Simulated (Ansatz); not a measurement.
`B[SiH](Br)C=O` + H₂ → `B[SiH2]C=O` + HBr at 600 K and 1 bar (hydrogenolysis of the Si–Br bond).

Calculated with Ansatz (gas phase, PBE0-D4/def2-TZVP geometries, no zero-point term in ΔE). CCSD(T)/CBS adds triple-zeta CCSD(T) − MP2 to the extrapolated MP2 energy (def2 sets, frozen cores). This one scheme is used for every species. For Br outer-core shells are correlated without core-valence functions, which leaves a few kJ/mol of doubt a bond. Scalar relativity is left out up to krypton. Each species was taken in one conformer, which may not be the lowest.

| species | CCSD(T)/CBS energy (Eh) | H − E (kJ/mol) | S (J/(mol·K)) |
| --- | --- | --- | --- |
| `B[SiH](Br)C=O` | -3002.80389 | 189.1 | 469.0 |
| H₂ | -1.17544 | 43.9 | 150.8 |
| `B[SiH2]C=O` | -430.02973 | 199.0 | 414.1 |
| HBr | -2573.91920 | 33.5 | 219.1 |

H − E and S are ideal-gas, rigid-rotor, harmonic terms from PBE0-D4/def2-TZVP, for one conformer and one mirror image of each species. For small species the MP2-based limit differs from directly extrapolated CCSD(T) by up to some mEh (0.8 for H₂); such offsets cancel only in part. 1 Eh = 2625.50 kJ/mol, R = 8.31446 J/(mol·K).

Q: By hand: ΔE, ΔH, ΔS and ΔG.

A: ΔE = (-430.02973) + (-2573.91920) − (-3002.80389) − (-1.17544) = 0.03040 Eh = 79.8 kJ/mol. Δ(H − E) = 199.0 + 33.5 − 189.1 − 43.9 = -0.5, so ΔH = 79.3 kJ/mol. ΔS = 414.1 + 219.1 − 469.0 − 150.8 = 13.4 J/(mol·K). ΔG = 79.3 − 600 × (13.4)/1000 = 71.3 kJ/mol.

Q: By hand: the equilibrium constant, and the temperature at which ΔG would vanish if ΔH and ΔS stayed fixed.

A: log₁₀ K = −ΔG/(RT ln 10) = -6.2. ΔG = 0 at ΔH/ΔS = 5918 K, far beyond where these terms or the molecules hold.

The number of gas molecules stays the same, so ΔS is small and ΔH decides. A doubt of 5 kJ/mol in ΔE shifts log₁₀ K by 0.4 here. Other conformers and mirror images would add mixing entropy, several J/(mol·K) or more a flexible species. Modes under 60 cm⁻¹, often nearly free rotors, make the harmonic entropy too high. These are equilibria of isolated gas molecules and say nothing of rates. Largest T1 diagnostic: 0.016 (customary marks: 0.02 for closed shells, 0.045 for open ones).
